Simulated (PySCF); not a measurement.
**Electron correlation in Er³⁺ (erbium, charge +3)**

[Xe] 4f11, one real determinant. All numbers are calculated (PySCF 2.14, the spin-free X2C one-electron Hamiltonian (Gaussian nucleus), in cc-pVDZ-X2C (8s7p5d3f1g, 84 functions)). Frozen: [Ar] 3d10; 37 electrons correlated.

MP2 pair energies summed by pair of shells (mhartree):

```csv
pair,energy,share (%)
4f-4f,-317.45,30.2
4d-4f,-179.01,17.0
4f-5p,-178.71,17.0
5p-5p,-116.98,11.1
4d-4d,-48.32,4.6
4d-5p,-43.86,4.2
4f-5s,-37.66,3.6
4p-4f,-32.45,3.1
5s-5p,-28.05,2.7
4p-4d,-21.97,2.1
4d-5s,-15.28,1.5
4s-4f,-7.11,0.7
5s-5s,-5.66,0.5
4p-4p,-5.10,0.5
4p-5p,-4.66,0.4
4s-4d,-4.39,0.4
4s-4p,-2.30,0.2
4p-5s,-2.21,0.2
4s-4s,-0.45,0.0
4s-5p,-0.41,0.0
4s-5s,-0.21,0.0
```

Total MP2 correlation energy: -1052.2 mhartree.

Same-spin part -408.48 and opposite-spin part -643.75 mhartree; SCS-MP2 scales them by 1/3 and 6/5 to -908.66 mhartree.

The reference is one real determinant that mixes LS terms of this configuration.

This basis was not built for core-valence correlation, so the inner-shell part is incomplete.
